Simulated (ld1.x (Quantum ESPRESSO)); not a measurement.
## Which change was made? (Os, TM)

```
Element                 : osmium
Generator               : ld1.x (Quantum ESPRESSO) 7.5
Type                    : norm-conserving Troullier–Martins (Kleinman–Bylander form)
Functional              : LDA (PZ)
Relativity              : scalar-relativistic
Frozen core             : [Kr] 4d10 4f14
Valence charge          : 16
Reference configuration : 5s2 5p6 5d6 6s2 6p0
Partial waves           : 5p (bound): rc 1.65 bohr; 5d (bound): rc 2.00 bohr; 5f channel at 0.2 Ry: rc 1.90 bohr; 5s (bound): rc 1.40 bohr
Local potential         : the s channel
Core correction         : none
```

Occupied shells without a wave of their own: 6s. They enter only through the test configuration that unscreens the potential.

Cutoffs, loose and tight: the cutoffs (Ry, on a coarse ladder) from which the occupation-weighted sum of valence levels, in a spherical-Bessel basis at the reference potential, stays within 10 and 1 mRy of its value at 400 Ry. They do not see the model core or the augmentation charge, which bear on the density cutoff. Test errors are all-electron minus pseudo excitation energies from the reference, over the configurations 5s2 5p6 5d6 6s1 6p0; 5s2 5p6 5d6 6s0 6p0; 5s2 5p6 5d5 6s0 6p0; 5s2 5p5 5d6 6s2 6p0; 5s2 5p6 5d6 6s0 6p1; 5s2 5p6 5d6.5 6s1.5 6p0; 5s1 5p6 5d6 6s2 6p0 (two spin-polarised tests are not counted in the largest error); variants that change the core or the reference have their own tests. The largest error is taken over the tests solved by every variant that gives reliable tests at all, those not shown here included: 5s1 5p6 5d6 6s2 6p0; 5s2 5p5 5d6 6s2 6p0; 5s2 5p6 5d5 6s0 6p0; 5s2 5p6 5d6 6s0 6p0; 5s2 5p6 5d6 6s0 6p1; 5s2 5p6 5d6 6s1 6p0; 5s2 5p6 5d6.5 6s1.5 6p0.

The base gives: outcome: generated, misses its reference levels by 0.92 eV; cutoff, loose: 80 Ry; cutoff, tight: 140 Ry; bound ghosts: none; largest test error (meV): -3645.

(1) After one change the result is: outcome: generated; cutoff, loose: 120 Ry; cutoff, tight: 230 Ry; bound ghosts: none; largest test error (meV): -419. Which change was it?
A. wave 5s (bound): rc 1.40 bohr becomes 5s (bound): rc 1.80 bohr
B. wave 5s (bound): rc 1.40 bohr becomes 5s (bound): rc 0.88 bohr
C. wave 5s (bound): rc 1.40 bohr becomes 5s (bound): rc 1.02 bohr
D. wave 5s (bound): rc 1.40 bohr becomes 5s (bound): rc 1.38 bohr

Results:

(1) C. The others give: wave 5s (bound): rc 1.40 bohr becomes 5s (bound): rc 1.80 bohr → outcome: generated, misses its reference levels by 12.94 eV; bound ghosts: not determined; largest test error (meV): no test is counted, since the test run did not reproduce the reference configuration | wave 5s (bound): rc 1.40 bohr becomes 5s (bound): rc 0.88 bohr → outcome: generated, misses its reference levels by 0.16 eV; cutoff, loose: 200 Ry; cutoff, tight: over 300 Ry; bound ghosts: none; largest test error (meV): -659 | wave 5s (bound): rc 1.40 bohr becomes 5s (bound): rc 1.38 bohr → outcome: generated, misses its reference levels by 0.75 eV; cutoff, loose: 90 Ry; cutoff, tight: 140 Ry; bound ghosts: none; largest test error (meV): -2998.
